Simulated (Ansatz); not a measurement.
A calculation with Ansatz (development build ahead of 0.2.0).

```yaml
crystal:
  periodic: [false, false, false]
  atoms:
    - { symbol: Cr, position_ang: [0.0, 0.0, 0.0] }
    - { symbol: Ti, position_ang: [0.0, 0.0, 2.58] }
basis:
  gaussian: { orbitals: pcseg-2 }
magnetization:
  initial_magnetization: 2
hamiltonian:
  xc: pbe0
```

The input is written out in the form of the current development build from the run's settings.

The run gave:

| Quantity | Value |
| --- | --- |
| Converged | yes |
| Total energy | -1893.25811 hartree |
| Spin squared of the determinant | 2.000 |
| Stability test | minimum among restricted orbitals |

Caution: no unrestricted run beside it, a lower state can exist; other spin multiplicities were not run.
